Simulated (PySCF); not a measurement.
Compound: C₂H₃BCl₂O.
Bonds: O1–C2 (double), C2–C3, C3–B4, B4–Cl5, B4–Cl6. Hydrogens: H7 on C2; H8, H9 on C3.

Computed with PBE0-D3(BJ)/def2-SVP geometry optimisation, gas phase in PySCF 2.14.0.

Q: What internal coordinates does the optimisation give?

A: 
```csv
bond,length (Å),order
O1=C2,1.199,double
C2–C3,1.508,single
C3–B4,1.568,single
"B4–Cl5, B4–Cl6",1.749,single
C2–H7,1.120,single
C3–H8,1.108,single
C3–H9,1.098,single
```

Bonds in one row agree within 0.01 Å and their mean is given. Orders are formal, as drawn. A selection of angles:
```csv
angle,degrees
O1–C2–C3,123.9
O1–C2–H7,121.3
C3–C2–H7,114.9
C2–C3–B4,113.8
C2–C3–H8,107.4
C2–C3–H9,109.7
B4–C3–H8,104.7
B4–C3–H9,112.2
H8–C3–H9,108.7
C3–B4–Cl5,120.6
Cl5–B4–Cl6,118.4
```

Torsions: O1–C2–C3–B4 119° (anticlinal); C2–C3–B4–Cl5 44° (synclinal). The mirror-image conformer, all signs reversed, is as good.

Of the pairs four or more bonds apart, Cl5···H7 is among the closest relative to their van der Waals radii: 2.95 Å, 100 % of the sum of Bondi's values. B4 (three-coordinate boron) is planar (angles 121.0°, 120.6° and 118.4°, sum 360.0°, 0.01 Å off the plane of its three neighbours).

Point group: C1 (no symmetry element, even within 0.4 Å). Not checked by PBE0-D3(BJ)/def2-SVP frequencies. The numbers are those of one conformer.

Time: 67 s; peak memory 0.45 GiB. Hardware: Arm Neoverse V1, one thread, shared host. These figures are those of the optimisation.
